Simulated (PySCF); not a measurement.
C2H5NO2Si, SMILES C1=NCO[Si@@H]1O.

Geometry optimised at ωB97X-D3(BJ)/def2-SVP. The structure was generated by enumeration; whether it is a known compound was not checked. One conformer was computed; it need not be the lowest.

Calculation: TDA-PBE/def2-SVPD in PySCF.

Vertical excitations. The molecule is in vacuum.

Estimate the UV-visible absorptions. (Estimate from the structure and the level; the computed values follow.)


```json
[
 {"state": "S1", "energy (eV)": "4.26", "λ (nm)": "291", "f": "0.000", "main pairs": "HOMO→LUMO 99 %"},
 {"state": "S2", "energy (eV)": "5.18", "λ (nm)": "239", "f": "0.053", "main pairs": "HOMO−1→LUMO 93 %"},
 {"state": "S3", "energy (eV)": "5.71", "λ (nm)": "217", "f": "0.000", "main pairs": "HOMO→LUMO+1 99 %"},
 {"state": "S4", "energy (eV)": "5.89", "λ (nm)": "210", "f": "0.005", "main pairs": "HOMO−2→LUMO 82 %, HOMO−3→LUMO 14 %"},
 {"state": "S5", "energy (eV)": "6.20", "λ (nm)": "200", "f": "0.029", "main pairs": "HOMO→LUMO+2 91 %"},
 {"state": "S6", "energy (eV)": "6.44", "λ (nm)": "192", "f": "0.013", "main pairs": "HOMO−4→LUMO 53 %, HOMO→LUMO+3 29 %, HOMO−3→LUMO 16 %"},
 {"state": "S7", "energy (eV)": "6.50", "λ (nm)": "191", "f": "0.011", "main pairs": "HOMO→LUMO+3 66 %, HOMO−4→LUMO 26 %"},
 {"state": "S8", "energy (eV)": "6.72", "λ (nm)": "185", "f": "0.023", "main pairs": "HOMO−1→LUMO+1 94 %"},
 {"state": "S9", "energy (eV)": "6.88", "λ (nm)": "180", "f": "0.015", "main pairs": "HOMO−5→LUMO 94 %"},
 {"state": "S10", "energy (eV)": "7.15", "λ (nm)": "173", "f": "0.006", "main pairs": "HOMO−1→LUMO+2 73 %, HOMO→LUMO+4 20 %"},
 {"state": "T1", "energy (eV)": "3.44", "λ (nm)": "360", "f": "0", "main pairs": "HOMO→LUMO 99 %"},
 {"state": "T2", "energy (eV)": "4.54", "λ (nm)": "273", "f": "0", "main pairs": "HOMO−1→LUMO 80 %, HOMO−3→LUMO 13 %"},
 {"state": "T3", "energy (eV)": "5.14", "λ (nm)": "241", "f": "0", "main pairs": "HOMO−3→LUMO 43 %, HOMO−2→LUMO 32 %, HOMO−1→LUMO 20 %"},
 {"state": "T4", "energy (eV)": "5.63", "λ (nm)": "220", "f": "0", "main pairs": "HOMO→LUMO+1 99 %"}
]
```
Triplets are in the Tamm–Dancoff approximation.
